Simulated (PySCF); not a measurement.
NMR data simulated for an unnamed compound:

1H NMR (500 MHz, computed): δ 8.25 (m, 1H), 7.98 (m, 1H), 7.63 (m, 1H), 7.48 (m, 1H), 4.71 (m, 3H).

13C{1H} NMR (computed): δ 205.5 (C), 168.1 (C), 144.6 (C), 135.0 (CH), 133.1 (CH), 128.1 (CH), 119.0 (CH).

Non-relativistic, a single conformation, in vacuum, averaged over atoms made equivalent by symmetry, fast rotation or ring inversion. GIAO PBE0/pcSseg-1 shieldings; geometry: PBE0-D3(BJ)/def2-SVP; PySCF 2.14.

Scale: TMS for 1H (31.27 ppm), 13C (184.41 ppm) (reference shieldings calculated alike).

**Question.** Which of these does the molecule contain: an NH or NH2 group, a CH3CH2 unit, a benzene ring, a Si–H bond, an aldehyde, a heteroaromatic ring?

**Answer.** 
- An NH or NH2 group: no.
- A CH3CH2 unit: no.
- A benzene ring: yes.
- A Si–H bond: yes (δH 4.71 (m)).
- An aldehyde: no.
- A heteroaromatic ring: yes.

The data belong to SMILES C12=CC=CC=C1OC([SiH3])=P2, C₇H₇OPSi; they needn't prove each group on their own.

Carbon signals by region: 2 in the far downfield region (above 160 ppm), 5 in the sp2 and nitrile region (100–160 ppm). Above 160 ppm: 205.5, substituted aromatic carbon next to the ring oxygen, 168.1, ring-fusion aromatic carbon.

Splittings by 31P in the carbon and heteronuclear signals aren't shown, as no couplings were computed. Shifts are as computed. Against solution values, carbons near 30 ppm lie about +2 ppm off and those near 130 ppm about +5 ppm. Of 1313 compounds with measured shifts, 239 miss one by over three times the rms of a fit or turn the order of signals round; such compounds aren't used in these exercises. No couplings were computed; multiplicities are counted from neighbouring protons, with m where these are inequivalent, close in shift, in a saturated or five-membered ring or joined by F or P, and br s for small geminal =CH2 splittings.
